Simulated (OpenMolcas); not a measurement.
# Cr3+: moving the ligands

Cr3+ with 6 ligands (water) in octahedral coordination (Th) at 1.98 Å. Ligand basis ANO-RCC-VDZP.
```
Cr    0.0000    0.0000    0.0000
O     1.9800    0.0000    0.0000
H     2.5570    0.7797    0.0000
H     2.5570   -0.7797    0.0000
O     0.0000    1.9800    0.0000
H     0.0000    2.5570    0.7797
H     0.0000    2.5570   -0.7797
O    -1.9800    0.0000    0.0000
H    -2.5570    0.7797    0.0000
H    -2.5570   -0.7797    0.0000
O     0.0000   -1.9800    0.0000
H     0.0000   -2.5570    0.7797
H     0.0000   -2.5570   -0.7797
O     0.0000    0.0000    1.9800
H     0.7797    0.0000    2.5570
H    -0.7797    0.0000    2.5570
O     0.0000    0.0000   -1.9800
H     0.7797    0.0000   -2.5570
H    -0.7797    0.0000   -2.5570
```

| Quantity | Value |
| --- | --- |
| Program | OpenMolcas |
| Method | CASSCF |
| Basis | ANO-RCC-VDZP [5s4p2d1f] |
| Scalar Hamiltonian | DKH2, point nucleus |
| Active space | 3 electrons in 5 orbitals (3d) |
| State averaging | 2S+1 = 4 even, 10 roots; 2S+1 = 2 even, 40 roots |
| Spin-orbit coupling | state interaction with AMFI integrals over the reference wave functions |

Runs around this geometry, states (labels of O, taken over from Oh, the nearest higher group). Energies in cm-1 above the lowest state or level, χT in cm3 K/mol; 10Dq and B are least-squares fits to the states below 45000 cm-1, weighted by degeneracy, with a free offset, and given where the rms deviation is under 5 % of |10Dq| (or 100 cm-1) and under 700 cm-1.

```json
{"R (Å)": "1.86", "Ground state": "4A2", "First state of that spin": "4T2 21040", "10Dq": "20858", "B (rms of fit)": "1051 (59)", "First gap with spin-orbit (degeneracies)": "19151 (4, 4)", "χT at 300 K": "1.847", "First state of another spin": "2E 19205"}
{"R (Å)": "1.98", "Ground state": "4A2", "First state of that spin": "4T2 15046", "10Dq": "14871", "B (rms of fit)": "1062 (85)", "First gap with spin-orbit (degeneracies)": "14941 (4, 2)", "χT at 300 K": "1.832", "First state of another spin": "2E 19340"}
{"R (Å)": "2.03", "Ground state": "4A2", "First state of that spin": "4T2 13122", "10Dq": "12942", "B (rms of fit)": "1071 (84)", "First gap with spin-orbit (degeneracies)": "13017 (4, 2)", "χT at 300 K": "1.824", "First state of another spin": "2E 19364"}
```

Taking |10Dq| as R^-n, n = -ln(12942 / 20858) / ln(2.03 / 1.86) = 5.5 between the shortest and longest distance. The point-charge formula for a cubic d site gives n = 5.

Without dynamic correlation the repulsion within the d shell is too large (B by tens of per cent), so at a given field states of lower spin stand too high. Ligand-to-metal charge-transfer states are missing. With no ligand orbital active B as a rule stays too high, so bands that hang on it stand too high and its fall with covalency is understated. With metal d orbitals alone the field can be off either way by tens of per cent. No measured value stands beside these numbers; the geometry is a model, was not optimised and need not be the one that this ion takes.
